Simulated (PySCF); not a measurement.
Ga(H)2(iPr) (C3H9Ga), SMILES C[CH](C)[GaH2]. Heavy atoms are numbered as in [GaH2:1][CH:4]([CH3:5])[CH3:6]. Hydrogens are named by the atom that carries them.

Geometry optimised at B3LYP-D3(BJ)/def2-SVP. The structure was generated by enumeration; whether it is a known compound was not checked.

Computed with PySCF with B3LYP/pcSseg-1.

GIAO shieldings, no solvent; atoms alike by connectivity are averaged. δ = σ(ref) − σ: ¹H against TMS (σ = 31.68 ppm); ¹³C against TMS (σ = 181.3 ppm), references at their B3LYP-D3(BJ)/def2-TZVP geometries, non-relativistic.

| nucleus | atoms | count | δ (ppm) |
|---|---|---|---|
| ¹H | H on Ga1 | 2 | 6.69 |
| ¹H | H on C5 | 6 | 1.74 |
| ¹H | H on C4 | 1 | 0.96 |
| ¹³C | C4 (CH) | 1 | 33.9 |
| ¹³C | C5 (CH3) | 2 | 24.8 |
